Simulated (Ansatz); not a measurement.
Molecule: bromogermane, sum formula GeH$_{3}$Br, charge 0, multiplicity 1. 
Geometry from a B3LYP-D3(BJ)/def2-TZVP (Ansatz, an electronic-structure program) optimisation:
SMILES: [Br][GeH3]
```xyz
5

Ge    -1.1408     0.1101     0.0339
Br     1.1793    -0.1138    -0.0350
H     -1.4532     1.6063    -0.0806
H     -1.7057    -0.6796    -1.1521
H     -1.6101    -0.4663     1.3743
```
Charge 0, spin multiplicity 1.

Computed values are from Ansatz. Correlated levels leave the core frozen unless marked. UHF or UKS for open shells. Spin-orbit coupling is left out. The frozen core is the preceding noble-gas configuration, with the filled d and f shells of earlier blocks. No relativistic terms. Basis-set limits of correlation are two-point, X^-3; Hartree-Fock from the larger set (for Q and 5 zeta extrapolated as (X+1)exp(-9√X)).

**Question.** What is the total energy at CCSD(T)/CBS(cc-pVQZ,cc-pV5Z)?

**Answer.** -4650.0391 Eh.

**Question.** What is the vertical triplet-singlet gap at CCSD(T)/CBS(aug-cc-pVTZ,aug-cc-pVQZ)?

**Answer.** 6.09 eV.

**Question.** What is the atomisation energy De at CCSD(T)/CBS(cc-pVQZ,cc-pV5Z)?

**Answer.** 295.1 kcal/mol.

**Question.** What is the vertical ionisation energy (to the doublet) at CCSD(T)/CBS(aug-cc-pVTZ,aug-cc-pVQZ)?

**Answer.** 10.86 eV.

**Question.** What is the dipole moment at CCSD(T)/aug-cc-pVDZ?

**Answer.** 1.98 D.
